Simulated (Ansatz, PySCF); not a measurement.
Gas-phase reaction in SMILES: C=CC[Si](O)(O)O + 7 [H][H] (H2) → 3 C (CH4) + 3 O (H2O) + [SiH4] (SiH4)
Each molecule is optimised on its own at B3LYP-D3(BJ)/def2-TZVP (Ansatz, an electronic-structure program), one conformer each, not searched for the lowest. Frequencies are from Ansatz or PySCF.

Property: energy of full hydrogenation (enthalpy at 298 K, with B3LYP-D3(BJ) rigid-rotor harmonic-oscillator terms), in kcal/mol. Valence correlation only, unless marked. No spin-orbit coupling. No relativistic terms. CBS marks a two-point X^-3 extrapolation of the correlation energy; Hartree-Fock from the larger set.

Level to compare with: CCSD(T)/CBS(cc-pV(T+d)Z,cc-pV(Q+d)Z) (Ansatz), 12.9 kcal/mol. It is a level with limits of its own, and the differences hold the functionals' basis error too.

Rank these functionals by how close they come to CCSD(T)/CBS(cc-pV(T+d)Z,cc-pV(Q+d)Z), closest first: CAM-B3LYP/def2-TZVPD (Ansatz); r2SCANh/def2-TZVPD (Ansatz); r2SCAN0/def2-TZVPD (Ansatz); PBE0/def2-TZVPD (Ansatz).

r2SCANh/def2-TZVPD (hybrid meta-GGA, 9.8 kcal/mol, difference -3.1), r2SCAN0/def2-TZVPD (hybrid meta-GGA, 6.6 kcal/mol, difference -6.3), CAM-B3LYP/def2-TZVPD (range-separated hybrid, 1.9 kcal/mol, difference -11.0), PBE0/def2-TZVPD (global hybrid, -2.7 kcal/mol, difference -15.6)
